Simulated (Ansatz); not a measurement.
Species: sum formula H5SiO4, charge 1, multiplicity 1. It need not be the lowest isomer of its formula. 
Coordinates optimised at B3LYP-D3(BJ)/def2-TZVP (Ansatz, a first-principles code):
SMILES: O[Si](O)(O)[OH2+]
```xyz
10

O      0.3402    -0.2499     1.6031
Si     0.1904    -0.0535     0.0304
O      0.1041    -1.3262    -0.9296
O      0.9533     1.2356    -0.5124
O     -1.5580     0.3943    -0.1820
H      0.1878    -1.0707     2.0830
H      0.7924    -1.6168    -1.5364
H      1.6205     1.7207    -0.0153
H     -1.9436     1.2121     0.1730
H     -2.0397     0.0732    -0.9633
```
Charge +1, spin multiplicity 1.

Basis-set convergence of Hartree-Fock and CCSD correlation energies (hartree) with Ansatz. Valence correlation only, unless marked. Spin-orbit coupling is left out. Non-relativistic.

```
basis            functions       E(HF)  E(corr, CCSD)
---------------  ---------  ----------  -------------
aug-cc-pV(D+d)Z        169  -591.30185       -0.91643
aug-cc-pV(T+d)Z        354  (withheld)     (withheld)
```

Task: Complete the blanks.

Result: 
- aug-cc-pV(T+d)Z, E(HF): -591.41174
- aug-cc-pV(T+d)Z, E(corr, CCSD): -1.10674
